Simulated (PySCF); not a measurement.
Calculated NMR data

Computational details: geometry: GFN2-xTB, PBE0/pcSseg-1 with gauge-including orbitals, in PySCF 2.14 (no solvent, non-relativistic Hamiltonian, single conformer, rapidly exchanging positions averaged).

δ = σ(ref) − σ, references computed at the same level: 1H and 13C against TMS. Splittings of carbon signals by F and P are missing where no couplings were computed. Where no couplings were computed, multiplicities follow the n + 1 count of equivalent neighbours, and m marks all less simple cases (inequivalent or close neighbours, rings, F or P nearby). Acid and N–H amide carbonyl carbons lie up to 10 ppm further downfield in solution (hydrogen bonding). Shifts are as computed. Against solution values, carbons near 30 ppm lie about +3 ppm off and those near 130 ppm about +5 ppm; carbons on Cl a further +6 ppm. Of 1211 compounds with measured shifts, 218 miss one by over three times the rms of a fit or turn the order of signals round; such compounds aren't used in these exercises. Groups on amide-type nitrogens are kept apart (slow C–N rotation). Carbons bonded to Cl come out too deshielded. OH and NH positions are gas-phase values without hydrogen bonding to other molecules.

Compound 1 (C₆H₇ClF₂). 1H NMR (600 MHz, computed): δ 6.83 (m, 1H), 5.78 (m, 1H), 5.27 (m, 1H), 3.55 (m, 1H), 3.41 (m, 1H), 3.21 (m, 1H), 3.20 (m, 1H). 13C{1H} NMR (computed): δ 150.9 (C), 128.3 (CH), 109.1 (CH), 86.9 (CH), 43.3 (CH2), 42.9 (CH2). Structure: SMILES FC1CC(=C[C@H](F)Cl)C1.

Compound 2 (C₅H₅NO₂). 1H NMR (600 MHz, computed): δ 9.72 (t, 1H), 5.43 (br, 1H), 4.63 (br, 1H), 3.51 (d, 2H). 13C{1H} NMR (computed): δ 197.6, 154.0, 88.6, 82.2, 37.7. Structure: `NC(=O)C#CCC=O`.
